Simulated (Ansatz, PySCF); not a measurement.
Sb(OH)2(TeH) (H3O2SbTe), SMILES [OH][Sb]([OH])[TeH]. Atoms are numbered in the order given.

```xyz
7

Sb    -0.8100     0.3393     0.8736
O     -2.2644    -0.4872    -0.2492
H     -2.0904    -0.3284    -1.1995
O     -0.7224     2.2196     0.1587
H     -0.3676     2.1980    -0.7546
Te     1.2574    -0.6464    -0.8002
H      2.2766     0.5815    -0.2643
```
Charge 0, spin multiplicity 1.

Geometry: PBE-D3(BJ)/def2-SVP. The def2 effective core potentials stand for the cores of Sb, Te; spin–orbit coupling is left out. One conformer was computed; it need not be the lowest.

Vertical ionisation energy (IE) and electron affinity (EA) in eV. Rows of orbital energies are one-electron estimates. Where ΔSCF, EOM or ADC give a negative EA the extra electron is unbound and the value depends on the basis.

```tsv
level	IE	EA
−ε(HOMO), −ε(LUMO), B3LYP/def2-TZVP (PySCF)	6.55	2.09
−ε(HOMO), −ε(LUMO), PBE/def2-TZVP (PySCF)	5.73	2.54
ΔSCF, PBE0/def2-SVPD (Ansatz), final states of multiplicity 2 and 2	(withheld)	(withheld)
ΔSCF, PBE/def2-SVPD (Ansatz), final states of multiplicity 2 and 2	8.57	0.37
```

Question: Some entries are withheld; supply them. (An estimate is asked for; the answer gives what the named calculation found.)

Answer: 
- ΔSCF, PBE0/def2-SVPD (Ansatz, a first-principles code), final states of multiplicity 2 and 2, IE: 8.69
- ΔSCF, PBE0/def2-SVPD (Ansatz), final states of multiplicity 2 and 2, EA: 0.40

Question: What vertical singlet–triplet gap does ΔSCF give with PBE0/def2-SVPD (Ansatz) and with PBE/def2-SVPD (Ansatz)? (Estimate from the structure and the level; the computed values follow.)

Answer: 3.22 and 3.19 eV (triplet above singlet where positive).
